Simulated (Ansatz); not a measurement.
Computed with Ansatz on PBE0-D4/def2-TZVP structures; ΔE is electronic, products minus reactants. CCSD(T)/CBS is the MP2 limit (def2-TZVPP, def2-QZVPP) plus CCSD(T) − MP2 in def2-TZVPP, frozen cores. Functionals use def2-TZVPP. B3LYP here is the variant with VWN-RPA as its local correlation; programs differ in this. One conformer a species, not always the lowest.

Reaction (ligand exchange at the Si–O bond): `F[Si](Cl)(Cl)O[SiH3]` + `N=C(O)CO` → `OC/C(O)=N\[SiH3]` + `O[Si](F)(Cl)Cl`

`F[Si](Cl)(Cl)O[SiH3]`:

Cartesian coordinates in Å:
```
F -1.239 -0.580 2.404
Si -1.036 0.248 1.081
Cl -2.758 0.179 0.025
Cl -0.620 2.159 1.595
O 0.168 -0.398 0.259
Si 1.157 -0.398 -1.060
H 0.339 -0.589 -2.282
H 1.878 0.895 -1.128
H 2.111 -1.516 -0.895
```

`N=C(O)CO`:

Cartesian coordinates in Å:
```
N -1.332 0.266 1.164
C -0.266 -0.007 0.550
O 0.839 -0.355 1.236
C -0.012 -0.064 -0.934
O 1.237 0.452 -1.306
H -2.074 0.528 0.523
H 0.611 -0.306 2.174
H -0.775 0.519 -1.450
H -0.124 -1.114 -1.246
H 1.896 0.081 -0.711
```

`OC/C(O)=N\[SiH3]`:

```xyz
13

O     0.602   -0.888   -1.365
C     0.167    0.437   -1.436
C    -0.289    0.987   -0.105
O    -0.717    2.251   -0.268
N    -0.300    0.428    1.017
Si    0.226   -1.131    1.539
H    -0.158   -1.469   -1.280
H     1.010    1.043   -1.779
H    -0.640    0.583   -2.165
H    -0.980    2.562    0.610
H    -0.484   -2.247    0.844
H    -0.131   -1.238    2.977
H     1.693   -1.317    1.411
```

`O[Si](F)(Cl)Cl`:

Cartesian coordinates in Å:
```
O 0.040 0.260 -1.299
Si 0.113 0.047 0.297
F -0.603 1.228 1.062
Cl -0.815 -1.662 0.867
Cl 2.054 0.036 0.825
H -0.789 0.090 -1.752
```

| level | ΔE (kJ/mol) |
| --- | --- |
| r2SCAN-D4 | 50.7 |
| ωB97X-V | 55.6 |
| r2SCAN | 50.9 |
| B3LYP | 58.3 |

(1) What does CCSD(T)/CBS give? (Best estimate.)

Largest T1 diagnostic among the species: 0.013.

Results:

(1) Ansatz gave: +58.3 kJ/mol. The listed levels differ from it by -7.6, -2.7, -7.4, 0.0 kJ/mol.

From PBE to PBE0 (25 % exact exchange), in def2-TZVPP and without D4, ΔE moves by +4.7 kJ/mol. In def2-TZVPP, CCSD(T) changes the Hartree–Fock value by −14.8 kJ/mol (the triples alone add −3.4 kJ/mol) and MP2 by −17.9 kJ/mol.

CCSD(T)/CBS has its own doubt, a few kJ/mol and more with outer-core shells, so smaller differences from it don't rank the levels.
